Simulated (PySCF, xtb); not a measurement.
selenium dioxide (O₂Se), SMILES O=[Se]=O.

GFN2-xTB (xtb) at its own geometry gives an orbital gap of 2.50 eV and a dipole moment of 3.24 D.

The structure is a stationary point at ωB97X-D3(BJ)/def2-TZVP.

What does PBE/def2-TZVPD run with PySCF give? (Estimate from the structure and the level; the computed values follow.)

gap 2.81 eV (levels -7.73 and -4.92 eV), dipole 2.57 D.
